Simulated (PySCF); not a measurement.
SZn, SMILES [S]=[Zn].

Geometry: B3LYP-D3(BJ)/def2-TZVP.

Level of theory: r2SCAN/def2-TZVPD (PySCF).

Gas-phase values at a fixed geometry.

* **total energy**: -2177.51698 hartree
* **point group**: C∞v
* **highest occupied level**: -5.67 eV
* **lowest empty level**: -4.90 eV
* **orbital gap**: 0.77 eV
* **dipole moment**: 5.41 D
* **quadrupole, principal values (traceless, Buckingham form, about the centre of nuclear charge)**: -2.36, -2.36, 4.71 D·Å
* **mean static polarisability**: 61.1 bohr³ (9.06 Å³)
* **polarisability, principal values**: 51.0, 51.0, 81.3 bohr³
